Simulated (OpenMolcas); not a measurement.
A run on Ta3+ among 6 point charges of -1.7 e arranged as a tetragonal octahedron (D4h), 2.1 Å from the ion, with the axial distance 2.415 Å.
```
   2.1000    0.0000    0.0000  -1.70
   0.0000    2.1000    0.0000  -1.70
  -2.1000    0.0000    0.0000  -1.70
   0.0000   -2.1000    0.0000  -1.70
   0.0000    0.0000    2.4150  -1.70
   0.0000    0.0000   -2.4150  -1.70
```

* Program: OpenMolcas 26.06
* Method: CASSCF
* Basis: ANO-RCC-VDZP [7s6p4d2f1g]
* Scalar Hamiltonian: DKH2, point nucleus
* Active space: 2 electrons in 5 orbitals (5d)
* State averaging: 2S+1 = 3 even, 10 roots; 2S+1 = 1 even, 15 roots
* Spin-orbit coupling: state interaction with AMFI integrals over the reference wave functions

68 basis functions. Blocks (2S+1, parity, CSFs, roots kept): 3, even, 10, 10; 1, even, 15, 15.

Q: How long do the RASSCF and RASSI steps take on 1 thread of Arm Neoverse V2, with other jobs on the host?

A: About 5.8 s of wall time, without the integral step.
